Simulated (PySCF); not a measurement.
# M06-L on Li⁺ (lithium, charge +1)

Configuration: 1s2, closed-shell 1S. Computed with PySCF 2.14 in jorge-DZP-DKH (4s2p1d, 15 functions), with the spin-free X2C one-electron Hamiltonian (Gaussian nucleus).

```
Total energy                        : -7.3007 hartree
One-electron energy                 : -8.8911 hartree
Hartree (Coulomb) energy            : 3.3089 hartree
Exchange-correlation energy         : -1.7184 hartree
⟨S²⟩                                : 0.0000
⟨L²⟩                                : 0.000
Sum of ⟨r⟩                          : 1.143 bohr
Sum of ⟨r²⟩                         : 0.8880 bohr²
Langevin diamagnetic susceptibility : -0.703 ×10⁻⁶ cm³/mol
Time after the integrals            : 0.08 s of wall time on 1 thread of Neoverse-N1 (shared host)
```

| shell | electrons | mean orbital energy (hartree) | rms radius, mean of both spins (bohr) |
| --- | --- | --- | --- |
| 1s | 2 | -2.27856 | 0.666 |
